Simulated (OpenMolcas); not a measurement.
Ionisation energies of cerium

| Property | Result |
| --- | --- |
| Program | OpenMolcas |
| Basis | ANO-RCC-VTZP [8s7p5d3f2g1h] |
| Scalar Hamiltonian | DKH2, point nucleus |
| Spin-orbit coupling | RASSI with atomic mean-field integrals over the reference wave functions, term energies averaged over their components |

Active shells in each charge state: the valence f shell, with orbitals averaged over the low states. Where CASPT2's correlated closed shells are named, they are those of the first ion.

A. CASSCF
B. SS-CASPT2, IPEA 0.25 Eh, imaginary shift 0.1 Eh (closed shells correlated: 5s 5p)
C. SS-CASPT2, IPEA 0.25 Eh, imaginary shift 0.1 Eh (closed shells correlated: 4d 5s 5p)
D. SS-CASPT2, IPEA 0 Eh, imaginary shift 0.1 Eh (closed shells correlated: 5s 5p)

Energies in eV between the lowest computed levels, named as in B; reference values from the NIST Atomic Spectra Database with their kind.

| From | To | A | B | C | D | Spin-orbit share in B | Reference |
| --- | --- | --- | --- | --- | --- | --- | --- |
| Ce2+ 4f² ³H₄ | Ce3+ 4f ²F°_5/2 | 18.289 | 19.663 | 19.599 | 19.796 | +0.073 | 20.197 (semi-empirical) |
| Ce3+ 4f ²F°_5/2 | Ce4+ 5p⁶ ¹S₀ | 35.146 | 36.028 | 35.687 | 36.047 | +0.171 | 36.906 (semi-empirical) |

The lowest level within the active space need not be the ion's true ground level.

° marks odd parity.
